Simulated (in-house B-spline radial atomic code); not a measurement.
**Ionising Bi4+ with different functionals**

Computed with a B-spline radial code for spherical atoms: four-component Dirac-Coulomb Hamiltonian, Fermi nucleus of rms radius 5.5211 fm, spin-restricted, spherical fractional occupations for the functionals. The ionisation energy is the difference of two self-consistent energies, [Xe] 4f14 5d10 6s1 → [Xe] 4f14 5d10, without Breit or QED terms; ε is the level of the shell that loses the electron (mean over j).

Hybrids are left out here: with spherical fractional occupations of an open shell their exact exchange keeps a self-interaction that integer-occupation calculations don't have.

```tsv
method	rung	ΔSCF (eV)	-ε(6s) (eV)
LDA VWN5	LDA	?	?
relativistic LDA	LDA	?	?
LDA PW92	LDA	57.01	51.39
LDA exchange-only	LDA	55.59	49.96
PBE	GGA	56.50	50.86
PBEsol	GGA	56.51	50.91
BLYP	GGA	56.68	50.98
RPBE	GGA	56.32	50.67
PW91	GGA	56.63	50.98
BP86	GGA	56.56	51.01
AM05	GGA	56.48	50.90
OLYP	GGA	56.31	50.60
```

(1) What does relativistic LDA give?

(2) What does LDA VWN5 give?

(3) How do they compare with the NIST value?

## Answers

(1) ΔSCF 56.87 eV, and -ε(6s) = 51.27 eV.

(2) ΔSCF 57.02 eV, and -ε(6s) = 51.39 eV.

(3) NIST lists 54.86 eV ± 0.025 (measured, ground level to ground level). Errors run from +0.73 to +2.16 eV. The correlated functionals all miss on the same side by more than they spread, so the cause is common to them (Breit-QED terms, spin polarisation, or a listed next ion that isn't the cheapest removal here) and closeness doesn't rank the functionals.
